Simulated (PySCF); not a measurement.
Dipole moment and polarisability of `C=C[SiH2]F`

C₂H₅FSi.
Numbering: `[CH2:1]=[CH:2][SiH2:3][F:4]` (hydrogens: H5, H6 on C1; H7 on C2; H8, H9 on Si3)

Structure used (PBE0-D3(BJ)/def2-SVP), in Å, numbered top down from 1:
```
atom  x, y, z in Å
C1    -1.483   -0.435   -0.192
C2    -0.372    0.285    0.006
Si3    1.307   -0.502    0.092
F4     2.226    0.005   -1.154
H5    -2.478    0.023   -0.232
H6    -1.450   -1.523   -0.322
H7    -0.468    1.372    0.124
H8     2.033   -0.118    1.336
H9     1.157   -1.981   -0.010
```

Level: CAM-B3LYP/def2-SVPD (PySCF), static field, nuclei fixed, core orbitals frozen in the response. The polarisability tensor in these axes (au):

```
x   63.02  2.46  3.43
y    2.46 48.42  1.42
z    3.43  1.42 41.35
```

Q: What are the eigenvalues, a third of the trace, and Δα (Δα² = ½Σ(αi − αj)² over the three pairs)?

A: Principal values 40.68, 48.11 and 64.00 au; mean 50.93 au = 7.55 Å³ = 8.40 × 10⁻⁴⁰ C²·m²/J; Δα = 20.64 au (41 % of the mean).

Q: What is the dipole moment, and where does it point?

A: (-1.78, -0.25, 1.07) D, 2.09 D in size, pointing from the negative to the positive side. Measured along this direction, the outermost atoms are F4 at the negative end and H5 at the positive end.

Q: How large is μ²/3kT at 250 K beside α?

A: In Gaussian units μ²/3kT = 42.34 Å³ against 7.55 Å³, a ratio of 5.61; the Debye molar polarisation (4π/3)N_A(α + μ²/3kT) is 125.9 cm³/mol, leaving out the vibrational part.

Q: Along which axes do the principal values lie, and how far do the nuclei extend along each?

A: Largest value along (0.97, 0.17, 0.16), where the nuclei span 4.61 Å; middle along (-0.19, 0.98, 0.11), 3.59 Å; least along (-0.14, -0.14, 0.98), 2.49 Å. The response follows the extents in order.

Q: Form Σ f/ω² (atomic units) for the 10 lowest TDDFT singlets, given as eV and f, and set it beside the mean polarisability, which is this sum over all singlets: 6.61, 0.0071; 7.11, 0.3400; 7.78, 0.0163; 7.95, 0.0657; 8.35, 0.0103; 8.55, 0.0075; 8.74, 0.0008; 8.84, 0.0025; 8.93, 0.0051; 9.09, 0.0206.

A: They add up to 6.52 au, 12.8 % of the 50.93 au; the largest single term is 4.98 au, from the state at 7.11 eV. Terms in order: 0.12, 4.98, 0.20, 0.77, 0.11, 0.08, 0.01, 0.02, 0.05, 0.18 au. Higher excitations give the rest. The strengths listed sum to 0.476.

Q: Rayleigh depolarisation ratio (linearly polarised light, static tensor)?

A: ρ = 3Δα²/(45ᾱ² + 4Δα²) = 1277.4/(116720 + 1703.2) = 0.0108.

Isolated species at its PBE0-D3(BJ)/def2-SVP geometry (one conformer only).

The run behind these numbers computed excited states and ΔSCF ions as well. The run took 41 s wall on Arm Neoverse V1, one thread (shared host), and the process peaked at 0.60 GiB of memory.
